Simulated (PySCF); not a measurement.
CHOS, SMILES [OH+]=C=S, charge +1.

The structure is a stationary point at B3LYP-D3(BJ)/def2-TZVP. The isomer is the one that the SMILES or the coordinates give; other isomers of the formula were not compared.

Computed with CAM-B3LYP/def2-TZVPD (PySCF).

Gas-phase values at a fixed geometry.

Computed frontier levels, gap, dipole moment and polarisability:
The highest occupied level is -17.30 eV and the lowest empty level is -7.69 eV. The orbital gap is 9.61 eV. The dipole moment about the centre of nuclear charge is 2.24 D, the mean static polarisability is 29.1 bohr³ (4.31 Å³) and the polarisability, principal values is 20.3, 20.9, 46.2 bohr³.
